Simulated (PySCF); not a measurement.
Run record: geometry optimisation, `[Cu][Cu]`.

Computed with BHandHLYP/cc-pVDZ geometry optimisation, gas phase (PySCF 2.14.0). Start geometry: GFN2-xTB. A driver script takes a list of jobs; this job's settings line and coordinates (Å) are shown.

Input:
```
{"job": {"xc": "BHandHLYP", "basis": "cc-pVDZ", "grid": 1, "kind": "geom"}, "charge": 0, "multiplicity": 1}
Cu     1.114160    -0.002805    -0.002945
Cu    -1.111403     0.004074    -0.011203
```

**Question.** What does the run print?

**Answer.** 
```
step   0  E = -3280.99548316  max force = 0.012965
step   1  E = -3280.99646530  max force = 0.002776
step   2  E = -3280.99650053  max force = 0.001712
step   3  E = -3280.99652286  max force = 0.000080
step   4  E = -3280.99652290  max force = 0.000003
optimisation converged
```

Energies in Eh; «max force» is the largest Cartesian gradient component in Eh/bohr.

**Question.** How much energy does the optimisation release, in eV?

**Answer.** E(step 0) − E(last step) = 0.001040 Eh, which is 0.028 eV.

**Question.** Give the first gradient maximum in eV/Å.

**Answer.** With 1 Eh/bohr = 51.422 eV/Å, 0.667 eV/Å.

In short: final energy -3280.99652 Eh after 4 steps; dipole 0.00 D.

**Question.** Estimate the wall time. Hardware: one thread, Arm Neoverse V1 (aarch64), shared host with 32 logical CPUs at a one-minute load of 19. And the peak memory of the process?

**Answer.** About 10 s, with 0.45 GiB resident at the peak, the Python interpreter and its libraries included.
Labels such as C1 count atoms from 1, the log's own numbers from 0.
